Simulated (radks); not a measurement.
Be+, configuration [He] 2s0.75 2p0.25 (fractional occupations, a model configuration). Calculated with a radial shooting solver on a logarithmic mesh with Libxc functionals: scalar-relativistic Kohn-Sham, r2SCAN, spin-polarised, spherical densities, finite nucleus; open shells are filled with parallel spins first; meta-GGA in the generalised Kohn-Sham scheme; Fermi nuclear charge, rms radius 2.519 fm. Some entries of the table are withheld. Estimate them.

orbital  occ.  eigenvalue (eV)  <r> (bohr)
1s up       1        -120.2888      0.4173
1s down     1        -119.9022      0.4178
2s up    0.75         -14.6434         (1)
2p up    0.25         -10.1288       2.379

Answer. 
(1) 2s up <r> (bohr): 2.270
